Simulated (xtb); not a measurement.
F2Si (SMILES F[Si]F), singlet, from a rough starting geometry; xtb 6.7.1 with GFN2-xTB.

Input for xtb:
```
$ xtb mol.xyz --gfn 2 --opt vtight --json

# file mol.xyz
3

Si    -0.03471761    -0.03615165     0.73241901
F      0.98151834    -0.63778062    -0.33049677
F     -0.93617195     0.63756695    -0.41307862
```

Question: What does xtb print? Leave out banner, timings and long lists.

Answer: 
```
   ID    Z sym.   atoms
    1   14 Si     1
    2    9 F      2, 3

           -------------------------------------------------
          |                Calculation Setup                |
           -------------------------------------------------

           -------------------------------------------------
          |                 G F N 2 - x T B                 |
           -------------------------------------------------

          ...................................................
          :                      SETUP                      :
          :.................................................:
          :  # basis functions                  18          :
          :  # atomic orbitals                  17          :
          :  # shells                            7          :
          :  # electrons                        18          :
          :  max. iterations                   250          :
          :  Hamiltonian                  GFN2-xTB          :
          :  restarted?                      false          :
          :  GBSA solvation                  false          :
          :  PC potential                    false          :
          :  electronic temp.          300.0000000     K    :
          :  accuracy                    1.0000000          :
          :  -> integral cutoff          0.2500000E+02      :
          :  -> integral neglect         0.1000000E-07      :
          :  -> SCF convergence          0.1000000E-05 Eh   :
          :  -> wf. convergence          0.1000000E-03 e    :
          :  Broyden damping             0.4000000          :
          :  net charge                          0          :
          :  unpaired electrons                  0          :
          ...................................................

 iter      E             dE          RMSdq      gap      omega  full diag
   1    -11.2839018 -0.112839E+02  0.148E+01    3.85       0.0  T
   2    -11.2899192 -0.601741E-02  0.103E+01    3.82       1.0  T
   3    -11.2857104  0.420877E-02  0.432E+00    3.28       1.0  T
   4    -11.2918819 -0.617146E-02  0.297E+00    3.42       1.0  T
   5    -11.2945876 -0.270575E-02  0.823E-01    3.82       1.0  T
   6    -11.2949729 -0.385284E-03  0.148E-01    3.74       1.0  T
   7    -11.2949062  0.666612E-04  0.261E-01    3.72       1.0  T
   8    -11.2949732 -0.669336E-04  0.165E-02    3.74       3.5  T
   9    -11.2949736 -0.412543E-06  0.664E-03    3.74       8.7  T
[...]
         :: total energy             -11.269323773858 Eh    ::
 * total energy  :   -11.2693238 Eh     change       -0.5045209E-10 Eh
 * total energy  :   -11.2696465 Eh     change       -0.3227588E-03 Eh
 * total energy  :   -11.2698161 Eh     change       -0.1696097E-03 Eh
 * total energy  :   -11.2698199 Eh     change       -0.3763008E-05 Eh
 * total energy  :   -11.2698210 Eh     change       -0.1140473E-05 Eh
 * total energy  :   -11.2698212 Eh     change       -0.1410443E-06 Eh
 * total energy  :   -11.2698212 Eh     change       -0.1609608E-08 Eh
   *** GEOMETRY OPTIMIZATION CONVERGED AFTER 7 ITERATIONS ***
         :: total energy             -11.269821188575 Eh    ::
[...]
        12                         -0.1268584              -3.4520
        13                         -0.0201625              -0.5487
        14                         -0.0075805              -0.2063
        15                          0.0402963               1.0965
        16                          0.5804652              15.7953
        17                          0.8819830              24.0000
      -------------------------------------------------------------
                  HL-Gap            0.1363696 Eh            3.7108 eV
             Fermi-level           -0.3339042 Eh           -9.0860 eV

     #   Z          covCN         q      C6AA      α(0)
     1  14 Si       1.410     0.530   191.073    29.625
     2   9 F        0.705    -0.265    11.938     4.080
     3   9 F        0.705    -0.265    11.938     4.080

 Mol. C6AA /au·bohr⁶  :        401.533981
 Mol. C8AA /au·bohr⁸  :      20176.164379
 Mol. α(0) /au        :         37.785069

Wiberg/Mayer (AO) data.
largest (>0.10) Wiberg bond orders for each atom

 ---------------------------------------------------------------------------
     #   Z sym  total        # sym  WBO       # sym  WBO       # sym  WBO
 ---------------------------------------------------------------------------
     1  14 Si   2.348 --     2 F    1.174     3 F    1.174
     2   9 F    1.213 --     1 Si   1.174
     3   9 F    1.213 --     1 Si   1.174
 ---------------------------------------------------------------------------

Topologies differ in total number of bonds
Writing topology from bond orders to xtbtopo.mol

molecular dipole:
                 x           y           z       tot (Debye)
 q only:       -0.066      -0.031       1.116
   full:       -0.035      -0.017       0.595       1.516
molecular quadrupole (traceless):
                xx          xy          yy          xz          yz          zz
 q only:       -1.775       1.788      -0.278      -0.165       0.000       2.053
  q+dip:       -1.265       2.267       0.645      -0.041       0.113       0.620
   full:       -0.409       3.141       2.253       0.179       0.280      -1.844

optimized geometry written to: xtbopt.xyz

           -------------------------------------------------
          | TOTAL ENERGY              -11.269821188575 Eh   |
          | GRADIENT NORM               0.000021343678 Eh/α |
          | HOMO-LUMO GAP               3.710805353615 eV   |
           -------------------------------------------------

normal termination of xtb
```
